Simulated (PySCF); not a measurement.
Calculation: PBE-D3(BJ)/def2-TZVP in PySCF. Gas-phase values, no solvent. One relaxed conformer stands for a flexible species; it need not be the lowest. 

Reference species (SMILES): `[SnH4]` (neutral, multiplicity 1).

```yaml
HOMO–LUMO gap: 7.52 eV
HOMO: -7.92 eV
```

Changed species: `[OH][SnH]([OH])[OH]` (3 of 4 H replaced by OH; the reference has 0 of 4 H replaced by OH).

Task: What does the change do to the HOMO–LUMO gap and HOMO?

Result: the HOMO–LUMO gap drops by 2.60 eV, to 4.92 eV; the HOMO rises by 0.85 eV, to -7.07 eV.
